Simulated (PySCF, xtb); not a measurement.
Al(H)(SH)2 (AlH₃S₂), SMILES [SH][AlH][SH].

GFN2-xTB in xtb at its own geometry gives an orbital gap of 4.05 eV and a dipole moment of 3.06 D.

Coordinates come from a B3LYP-D3(BJ)/def2-TZVP optimisation. The values are those of a single conformer.

Task: What does CAM-B3LYP/def2-TZVPD (PySCF) give? (The exact figures need the calculation; the answer reports its results.)

Result: gap 8.73 eV (levels -8.93 and -0.21 eV), dipole 1.85 D.
